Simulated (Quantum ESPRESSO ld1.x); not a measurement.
Results of a calculation; reference values are marked as such.
Orbital eigenvalues (eV) of neutral neodymium, [Xe] 4f4 6s2, at several levels of relativity; Dirac values are averaged over j with weights 2j + 1. Spin-unpolarised spherical Kohn-Sham, PBE, point nucleus, ld1.x of Quantum ESPRESSO 7.5. A level marked "c x" has the speed of light scaled by that factor and shares open shells by 2j + 1; other Dirac levels either fill j = l - 1/2 first or share by 2j + 1.

shell  non-rel.  Dirac, 2j+1 shares  Dirac, low j first  Dirac, c x 1.25  change of magnitude, last against first (%)
2s      -6443.4             -7010.5             -7010.2          -6790.8                                        +5.39
2p      -6106.9             -6285.2             -6284.9          -6217.0                                        +1.80
3s      -1393.5             -1521.0             -1520.6          -1471.6                                        +5.60
3p      -1246.6             -1290.2             -1289.8          -1273.6                                        +2.17
3d      -972.93             -960.96             -960.62          -965.46                                        -0.77
4s      -273.00             -302.47             -302.24          -290.97                                        +6.58
4p      -217.32             -226.51             -226.29          -222.94                                        +2.59
4d      -119.20             -116.49             -116.29          -117.45                                        -1.47
5s      -36.250             -40.407             -40.341          -38.729                                        +6.84
5p      -21.653             -22.182             -22.133          -21.937                                        +1.31
4f      -4.6697             -1.7493             -1.6107          -2.7430                                       -41.26
6s      -3.3110             -3.5023             -3.4968          -3.4188                                        +3.26
